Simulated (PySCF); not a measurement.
Stepwise substitution at one centre (B I-SH). Isolated molecules, 0 K electronic values unless said otherwise. One relaxed conformer stands for each flexible species; it need not be the lowest. Strings in code marks are SMILES.

The four lowest singlet excitations (Tamm–Dancoff). Level of theory: PBE-D3(BJ)/def2-TZVP // PBE0-D3(BJ)/def2-TZVP (PySCF 2.14.0). Excitations are Tamm–Dancoff values on a coarser integration grid. The basis has no diffuse functions, so Rydberg states are missing or too high.

```json
[
 {"state": "S1", "energy (eV)": "3.10", "wavelength (nm)": "401", "oscillator strength": "0.000"},
 {"state": "S2", "energy (eV)": "3.79", "wavelength (nm)": "327", "oscillator strength": "0.000"},
 {"state": "S3", "energy (eV)": "3.79", "wavelength (nm)": "327", "oscillator strength": "0.000"},
 {"state": "S4", "energy (eV)": "4.33", "wavelength (nm)": "286", "oscillator strength": "0.131"}
]
```

Q: Say which member gives these states.
(A) `SB(S)I` (H–S–B–I torsion 180°, I–B–S–H torsion -180°)
(B) `SB(I)I` (H–S–B–I torsion 180°)
(C) `SB(S)S`
(D) `IB(I)I`

A: D, `IB(I)I`
